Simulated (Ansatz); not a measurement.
`CCB(F)F` + `[SiH3][AsH2]` → `CC[AsH][SiH3]` + `FBF` at 600 K and 1 bar (substitution at a C–B bond).

Gas-phase electronic energies from Ansatz, PBE0-D4/def2-TZVP geometries. CCSD(T)/CBS is the MP2 limit (def2-TZVPP, def2-QZVPP) plus CCSD(T) − MP2 in def2-TZVPP, frozen cores. This one scheme is used for every species. For As outer-core shells are correlated without core-valence functions, which leaves a few kJ/mol of doubt a bond. Scalar relativity is left out up to krypton. One conformer a species, not always the lowest.

```tsv
species	CCSD(T)/CBS energy (Eh)	H − E (kJ/mol)	S (J/(mol·K))
`CCB(F)F`	-303.63268	250.0	402.8
`[SiH3][AsH2]`	-2527.08228	148.3	356.1
`CC[AsH][SiH3]`	-2605.60659	328.1	469.8
`FBF`	-225.09427	73.4	279.9
```

H − E and S are ideal-gas, rigid-rotor, harmonic terms from PBE0-D4/def2-TZVP, for one conformer and one mirror image of each species. 1 Eh = 2625.50 kJ/mol, R = 8.31446 J/(mol·K).

Q: By hand: ΔE, ΔH, ΔS and ΔG.

A: ΔE = (-2605.60659) + (-225.09427) − (-303.63268) − (-2527.08228) = 0.01410 Eh = 37.0 kJ/mol. Δ(H − E) = 328.1 + 73.4 − 250.0 − 148.3 = 3.2, so ΔH = 40.2 kJ/mol. ΔS = 469.8 + 279.9 − 402.8 − 356.1 = -9.2 J/(mol·K). ΔG = 40.2 − 600 × (-9.2)/1000 = 45.7 kJ/mol.

Q: By hand: the equilibrium constant, and the temperature at which ΔG would vanish if ΔH and ΔS stayed fixed.

A: log₁₀ K = −ΔG/(RT ln 10) = -4.0. ΔH and −TΔS have one sign here, so there is no such temperature.

The number of gas molecules stays the same, so ΔS is small and ΔH decides. A doubt of 5 kJ/mol in ΔE shifts log₁₀ K by 0.4 here. Other conformers and mirror images would add mixing entropy, several J/(mol·K) or more a flexible species. Modes under 60 cm⁻¹, often nearly free rotors, make the harmonic entropy too high. These are equilibria of isolated gas molecules and say nothing of rates. Largest T1 diagnostic: 0.013 (customary marks: 0.02 for closed shells, 0.045 for open ones).

ΔS is within the doubt of such terms, so its sign, and with it that verdict, could turn.
